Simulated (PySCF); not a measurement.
Gas-phase reaction: 2 SbF3 + 3 CF2 ⇌ 2 Sb + 3 CF4

Method: PySCF energies (xtb for GFN2) plus ideal-gas RRHO corrections (1 bar). † marks an energy on the PBE0/def2-TZVP geometry and frequencies; other levels use their own. CCSD(T) freezes the core. Open shells (unrestricted): Sb (multiplicity 4); the rest are closed-shell singlets. GFN2 has no spin-polarisation term. B3LYP is the form with VWN-RPA correlation. Sb: scalar-relativistic def2 core potential, no spin-orbit coupling. CCSD(T) isn't extrapolated to the basis-set limit; its ΔH°(298 K) is -387.0 kJ in def2-SVP and -104.8 kJ in def2-TZVPP. The harmonic model lacks anharmonicity and excited electronic states, which grow with temperature; levels with a mode under 35 cm⁻¹ are left out.

| level | ΔE electronic, kJ | ΔH°(298 K), kJ | ΔS°(298 K), J/K | ΔG°(1200 K), kJ |
|---|---|---|---|---|
| B3LYP/def2-TZVP† | -25 | 14 | -183 | 240 |
| BLYP/def2-TZVP† | 92 | 131 | -183 | 357 |
| CCSD(T)/def2-TZVPP† | -143 | -105 | -183 | 121 |
| GFN2-xTB | -54 | -21 | -204 | 229 |
| PBE/def2-SVP | -313 | -276 | -188 | -45 |
| PBE0/def2-QZVP† | -131 | -93 | -183 | 133 |
| PBE0/def2-TZVP | -172 | -134 | -183 | 92 |
| r2SCAN/def2-TZVP† | -122 | -84 | -183 | 142 |
| LDA/def2-TZVP† | -140 | -101 | -183 | 125 |
| ωB97M-V/def2-TZVP† | -76 | -38 | -183 | 188 |
| ωB97X-V/def2-TZVP† | -38 | 0 | -183 | 226 |
ΔH° is lowest at PBE/def2-SVP and highest at BLYP/def2-TZVP†. No reference value is set beside these.
